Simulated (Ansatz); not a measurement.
Reaction (cleavage of the B–Ge bond): `O[BH][GeH3]` + `[OH][SnH3]` → `OB[O][SnH3]` + GeH₄

Isolated molecules relaxed with PBE0-D4/def2-TZVP in Ansatz; ΔE leaves out vibrations. CBS: MP2 limit from def2 TZ/QZ plus the TZ coupled-cluster correction, frozen cores. Elements past krypton have def2 core potentials. For Ge, Sn outer-core shells are correlated without core-valence functions, which leaves a few kJ/mol of doubt a bond. Scalar relativity is left out up to krypton. One conformer a species, not always the lowest.

| species | CCSD(T)/CBS(def2) energy (Eh) |
| --- | --- |
| `O[BH][GeH3]` | -2179.11235 |
| `[OH][SnH3]` | -291.59405 |
| `OB[O][SnH3]` | -392.27481 |
| GeH₄ | -2078.49493 |

**Question.** Work out ΔE.

**Answer.** ΔE = (-392.27481) + (-2078.49493) − (-2179.11235) − (-291.59405) = -0.06334 Eh = -166.3 kJ/mol.

Largest T1 diagnostic among the species: 0.014.

From PBE to PBE0 (25 % exact exchange), in def2-TZVPP and without D4, ΔE moves by −5.9 kJ/mol. In def2-TZVPP, CCSD(T) changes the Hartree–Fock value by +15.3 kJ/mol (the triples alone add +0.8 kJ/mol) and MP2 by +13.0 kJ/mol.
